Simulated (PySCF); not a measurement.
Working out the excitation energy of F²⁺

F²⁺ [He] 2s2 2p3 (4S) → F²⁺ [He] 2s2 2p2 3s1 (4P). Calculation: PySCF 2.14, in aug-cc-pwCVDZ; no relativity, point nucleus. Frozen: 1s2. Energies in hartree (1 hartree = 27.21139 eV):

```csv
part,F²⁺ (lower),F²⁺ (upper)
UHF,-97.577141,-96.131950
CCSD correlation,-0.091609,-0.099299
(T),-0.000556,-0.001102
```

Q: What does Hartree-Fock give?

A: (-96.131950) − (-97.577141) = 1.445191 hartree = 39.326 eV.

Q: What do CCSD and CCSD(T) give?

A: The CCSD correlation energies differ by -0.007690 hartree = -0.209 eV and the triples by -0.000546 hartree = -0.015 eV, so CCSD gives 39.117 eV and CCSD(T) 39.102 eV.

A double-zeta basis recovers only part of the correlation energy.
